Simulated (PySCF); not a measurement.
## Shapes and spin states of [WH5]-

Method: PySCF, PBE0, basis W def2-TZVPD with ECP60, H def2-TZVPD (scalar-relativistic core potentials, no spin–orbit coupling, density fitting).

Relaxations began from a few typed shapes and spin states; open shells are unrestricted. The search is not exhaustive: other isomers or separated fragments can lie lower, and high-lying points may rest on an excited occupation.

Problem. Which is the lowest minimum found?
A. triplet C2v: W–H 1.730 Å (×2), W–H 1.742 Å, W–H 1.818 Å (×2); H–W–H 85.2° (×4), H–W–H 100.0° (×2), H–W–H 119.0° (×2), H–W–H 121.9°, H–W–H 160.0°
B. singlet (closed shell, unstable to spin polarisation) C2: W–H 1.716 Å, W–H 1.728 Å (×2), W–H 1.759 Å (×2); H–W–H 64.9° (×2), H–W–H 91.6° (×2), H–W–H 111.7°, H–W–H 116.6° (×2), H–W–H 124.2° (×2)
C. singlet (closed shell, unstable to spin polarisation) C4v: W–H 1.718 Å (×4), W–H 1.799 Å; H–W–H 78.0° (×4), H–W–H 117.1° (×4), H–W–H 125.8° (×2)
D. triplet C2v: W–H 1.744 Å, W–H 1.755 Å (×4); H–W–H 79.2° (×2), H–W–H 82.9° (×2), H–W–H 113.2° (×4), H–W–H 133.5° (×2)
E. triplet C3v: W–H 1.726 Å (×3), W–H 1.788 Å, W–H 1.878 Å; H–W–H 74.6° (×3), H–W–H 105.4° (×3), H–W–H 113.2° (×3), H–W–H 180.0°
F. singlet (closed shell, unstable to spin polarisation) C2v: W–H 1.719 Å, W–H 1.727 Å (×2), W–H 1.760 Å (×2); H–W–H 64.8° (×2), H–W–H 103.9° (×4), H–W–H 111.4°, H–W–H 124.3° (×2), H–W–H 129.6°
G. triplet Cs: W–H 1.723 Å, W–H 1.738 Å, W–H 1.740 Å (×2), W–H 1.833 Å; H–W–H 66.4°, H–W–H 77.1° (×2), H–W–H 80.0°, H–W–H 93.5°, H–W–H 120.3° (×2)
H. triplet D3h: W–H 1.733 Å (×3), W–H 1.836 Å (×2); H–W–H 90.0° (×6), H–W–H 120.0° (×3), H–W–H 180.0°

Solution. G. The others lie at 2.7 (triplet C3v, a saddle point), 9.5 (triplet C2v, a saddle point), 10.1 (triplet D3h, a saddle point), 24.7 (triplet C2v, a saddle point), 58.5 (singlet C2), 59.2 (singlet C2v, a saddle point), 73.0 (singlet C4v, a saddle point) kJ/mol above it.

For the lowest minimum: other spin states or occupations of the open shell can lie lower. The lowest empty level of this anion is unbound, so it and the gap depend on the basis. No spin–orbit coupling is included, which matters more the heavier the element.
